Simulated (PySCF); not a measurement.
# Relaxation of singlet BrF₇

Method: B3LYP in PySCF with Br def2-SVP, F def2-SVP; no relativity; density-fitted integrals. A (50,194) grid was used.

A hand-made capped trigonal prismatic start, of C2v symmetry, held to at least that symmetry:

```xyz
8
charge 0 multiplicity 1, angstrom
Br    0.0000    0.0000   -0.0155
F     0.0000    0.0000    1.7645
F     1.2395    1.2395    0.2936
F    -1.2395    1.2395    0.2936
F    -1.2395   -1.2395    0.2936
F     1.2395   -1.2395    0.2936
F     1.0712    0.0000   -1.4371
F    -1.0712    0.0000   -1.4371
```

Q: What forces act on the atoms at the start (eV/Å)?

A: 
| atom | Fx | Fy | Fz |
| --- | --- | --- | --- |
| Br1 | 0.00 | 0.00 | 1.46 |
| F2 | 0.00 | 0.00 | 0.55 |
| F3 | -0.57 | 0.89 | 0.53 |
| F4 | 0.57 | 0.89 | 0.53 |
| F5 | 0.57 | -0.89 | 0.53 |
| F6 | -0.57 | -0.89 | 0.53 |
| F7 | 0.44 | 0.00 | -2.07 |
| F8 | -0.44 | 0.00 | -2.07 |

Q: What does it relax to?

A: It ends at C2v with Br–F 1.784 Å (×4), Br–F 1.799 Å, Br–F 1.865 Å (×2); F–Br–F 71.7°, F–Br–F 75.8° (×4), F–Br–F 80.1° (×4), F–Br–F 82.1° (×2), F–Br–F 94.5° (×2), F–Br–F 121.6° (×4), F–Br–F 144.2° (×2), F–Br–F 160.3° (×2) (after a last refinement on a finer grid). A frequency run shows 1 imaginary mode, down to 105i cm⁻¹, so it is a saddle point.

Q: How much energy is released, and in how many steps?

A: 37.4 kJ/mol in 5 steps.
